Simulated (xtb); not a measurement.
B(Cl)(OH)(OEt) (C2H6BClO2), SMILES C(OB(O)Cl)C. All values are semi-empirical tight-binding results from xtb (GFN2-xTB unless named), good for trends rather than for accurate numbers. Geometry: GFN2-xTB. The values are those of a single conformer.

Optimised geometry:

Bonded distances (Å): B1–Cl2 1.755, B1–O3 1.348, B1–O5 1.333, O3–H4 0.957, O5–C6 1.424, C6–C7 1.522, C6–H8 1.094, C6–H9 1.094, C7–H10 1.087, C7–H11 1.086, C7–H12 1.087. Angles (°): Cl2–B1–O3 120.6, Cl2–B1–O5 115.6, O3–B1–O5 123.8, B1–O3–H4 117.3, B1–O5–C6 123.7, O5–C6–C7 111.0, O5–C6–H8 105.7, O5–C6–H9 109.5, C7–C6–H8 110.7, C7–C6–H9 110.3, H8–C6–H9 109.7, C6–C7–H10 110.1, C6–C7–H11 109.7, C6–C7–H12 109.9, H10–C7–H11 109.2, H10–C7–H12 108.8, H11–C7–H12 109.1.
Charge 0, spin multiplicity 1.

```yaml
orbital_gap: 6.70 eV
dipole_moment: 3.30 D
zero_point_energy: 55.4 kcal/mol
G − E(el) at 298.15 K (modified RRHO): 35.2 kcal/mol
static polarisability (D4 model): 62.1 bohr³
solvation energy, GFN2-xTB/ALPB(water): -7.0 kcal/mol
solvation energy, GFN2-xTB/ALPB(octanol): -7.5 kcal/mol
```

Computed atomic charges and the Wiberg bond orders between heavy atoms:
charges (e) B1 0.54, Cl2 -0.31, O3 -0.47, H4 0.33, O5 -0.33, C6 0.08, C7 -0.12, H8 0.06, H9 0.05, H10 0.06, H11 0.05, H12 0.05. Bond orders B1–Cl2 0.94, B1–O3 1.18, B1–O5 1.22, O5–C6 0.94, C6–C7 1.01.
